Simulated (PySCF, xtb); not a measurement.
C₃H₅NOSi, SMILES C1C=N[Si@H](O)C=1.

GFN2-xTB in xtb at its own geometry gives an orbital gap of 2.13 eV and a dipole moment of 1.99 D.

Geometry: B3LYP-D3(BJ)/def2-SVP. The structure was generated by enumeration; whether it is a known compound was not checked. One conformer was computed; it need not be the lowest.

### Question
What does r2SCAN/def2-TZVP run with PySCF give? (Estimate from the structure and the level; the computed values follow.)

### Answer
gap 3.23 eV (levels -6.20 and -2.97 eV), dipole 2.79 D.
